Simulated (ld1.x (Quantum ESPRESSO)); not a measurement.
# u(r) = r·R(r): atom against pseudo-atom (Re)

Columns: radius, all-electron u(r) and pseudo u(r) of the 5d shell (level -21.42 eV) of rhenium in the configuration [Kr] 4d10 4f14 5s2 5p6 5d5 6s0 6p0; PBE, scalar-relativistic, TM scheme, ld1.x (Quantum ESPRESSO) 7.5.

```csv
r (bohr),all-electron,pseudo
0.075,0.1908,0.0007
0.150,0.1928,0.0052
0.225,-0.0661,0.0172
0.300,-0.2892,0.0395
0.375,-0.3681,0.0739
0.450,-0.3198,0.1211
0.525,-0.1947,0.1805
0.600,-0.0358,0.2502
0.675,0.1285,0.3275
0.750,0.2818,0.4088
0.825,0.4164,0.4901
0.900,0.5292,0.5674
0.975,0.6200,0.6372
1.050,0.6903,0.6967
1.125,0.7423,0.7441
1.200,0.7784,0.7787
1.275,0.8009,0.8009
1.350,0.8122,0.8122
1.425,0.8143,0.8143
1.500,0.8089,0.8089
1.575,0.7975,0.7975
1.650,0.7814,0.7814
1.725,0.7617,0.7617
1.800,0.7392,0.7392
1.875,0.7147,0.7147
1.950,0.6887,0.6887
```

Q: How many radial nodes do the two functions have?

A: The all-electron 5d function has n − l − 1 = 2; the pseudo-wave has 0, since the states of the same l below it are removed with the core.

Q: At about which radius was the pseudo-wave matched?

A: 1.35 bohr. The columns agree to 0.0005 from 1.20 bohr on; several derivatives are matched, so the curves merge somewhat inside the radius.

Q: Is the pseudo-wave norm-conserving?

A: Yes: the TM scheme keeps the norm inside the radius equal to the all-electron one, which fixes the energy derivative of the logarithmic derivative at the level.
